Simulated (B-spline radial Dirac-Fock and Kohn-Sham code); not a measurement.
## Dispersion corrections for Cu to In

These are calculated numbers from a B-spline atomic structure program; the model is the dispersion relation over Dirac-Hartree-Slater subshell photoionisation cross sections, with the Kissel-Pratt high-energy constant (isolated atom, no bound-bound lines or fine structure). Values in electrons; * marks an element with an edge within 2 % of one of the energies, where the values are sensitive to the edge position.

```tsv
Z	element	f′ at 4000 eV	f″ at 4000 eV	f′ at 4510.9 eV	f″ at 4510.9 eV	f′ at 8047.8 eV	f″ at 8047.8 eV
29	Cu	-0.292	2.079	-0.454	1.690	-1.971	0.605
30	Zn	-0.186	2.382	-0.337	1.939	-1.543	0.698
31	Ga	-0.099	2.711	-0.235	2.210	-1.275	0.799
32	Ge	-0.020	3.078	-0.139	2.512	-1.075	0.912
33	As	0.046	3.474	-0.052	2.837	-0.915	1.036
34	Se	0.088	3.909	0.018	3.198	-0.775	1.173
35	Br	0.105	4.385	0.071	3.590	-0.653	1.323
36	Kr	0.125	4.929	0.134	4.038	-0.530	1.490
37	Rb	0.059	5.460	0.129	4.481	-0.434	1.665
38	Sr	-0.050	6.046	0.098	4.970	-0.344	1.857
40	Zr	-0.410	7.348	-0.053	6.059	-0.181	2.287
41	Nb	-0.675	8.080	-0.178	6.671	-0.104	2.526
42	Mo	-1.041	8.818	-0.372	7.294	-0.043	2.779
43	Tc	-1.543	9.589	-0.651	7.944	0.004	3.049
44	Ru	-2.137	10.464	-0.963	8.675	0.059	3.345
45	Rh	-2.954	11.359	-1.395	9.427	0.094	3.655
46	Pd	-4.046	12.332	-1.930	10.242	0.125	3.989
47	Ag	-5.701	13.302	-2.670	11.069	0.128	4.339
48	Cd*	-8.995	12.445	-3.670	11.966	0.118	4.715
49	In*	-11.139	13.406	-5.093	12.882	0.086	5.108
```
